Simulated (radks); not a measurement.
Question: These are the eigenvalues of the occupied orbitals of an atom or ion with whole-number occupations (eV). Calculated with a radial shooting solver on a logarithmic mesh with Libxc functionals: Dirac Kohn-Sham, BLYP, spin-unpolarised, spherical densities, finite nucleus; Fermi nuclear charge, rms radius of each element as measured or else 0.836 A^(1/3) + 0.57 fm.

orbital  eigenvalue
1s1/2     -59219.67
2s1/2     -9994.320
2p1/2     -9528.401
2p3/2     -8547.897
3s1/2     -2253.637
3p1/2     -2048.260
3p3/2     -1841.238
3d3/2     -1490.213
3d5/2     -1444.962
4s1/2     -451.7980
4p1/2     -369.1740
4p3/2     -322.4155
4d3/2     -186.3681
4d5/2     -177.8645
5s1/2      -63.4915
5p1/2      -41.1882
5p3/2      -35.4361
4f5/2      -13.8380
4f7/2      -12.6390
7s1/2       -4.4576

Which element is it, and in what charge state? The configuration may be excited. Open shells, if any, are shared by 2j + 1.

Answer: Z = 69, thulium, charge +1: Tm+ in [Xe] 4f13 7s1. The list shows which subshells hold electrons but not how many an open one holds; the 1s level, -2176.3 hartree, gives Z - s = 66.0 by -(Z - s)^2/2, which with screening and relativity narrows Z to a few neighbours, and the depths of the outer levels then fix element, charge and occupations together.
